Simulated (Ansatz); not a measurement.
One change: `C#C[O][SnH2][NH2]` becomes `C#CO[SiH3]`.

Ansatz, PBE0-D4/def2-TZVP geometries, multiplicity 1. Each molecule was computed in one conformer, which needn't be the lowest.

Elements past krypton have def2 core potentials.

| property | `C#C[O][SnH2][NH2]` |
| --- | --- |
| HOMO energy (ωB97M-V/def2-TZVPP) / eV | -8.85 |
| LUMO energy (PBE/def2-TZVPP) / eV | -1.55 |
| HOMO–LUMO gap (B3LYP/def2-TZVPP) / eV | 5.43 |
| LUMO energy (B3LYP/def2-TZVPP) / eV | -0.93 |
| HOMO–LUMO gap (PBE/def2-TZVPP) / eV | 3.77 |
| HOMO energy (B3LYP/def2-TZVPP) / eV | -6.36 |

Give the same properties after the change, and the shifts. (Best estimate.)

Computed: 
| property | `C#CO[SiH3]` | shift |
| --- | --- | --- |
| HOMO energy (ωB97M-V/def2-TZVPP) / eV | -9.58 | -0.73 |
| LUMO energy (PBE/def2-TZVPP) / eV | -1.28 | 0.27 |
| HOMO–LUMO gap (B3LYP/def2-TZVPP) / eV | 6.47 | 1.04 |
| LUMO energy (B3LYP/def2-TZVPP) / eV | -0.60 | 0.33 |
| HOMO–LUMO gap (PBE/def2-TZVPP) / eV | 4.76 | 0.99 |
| HOMO energy (B3LYP/def2-TZVPP) / eV | -7.07 | -0.71 |

With PBE0 the HOMO falls by 0.72 eV and the LUMO rises by 0.24 eV, so the gap widens by about 0.96 eV. PBE moves the HOMO by -0.72 eV and ωB97M-V by -0.73 eV.

B3LYP here is the variant with VWN-RPA as its local correlation; programs differ in this.
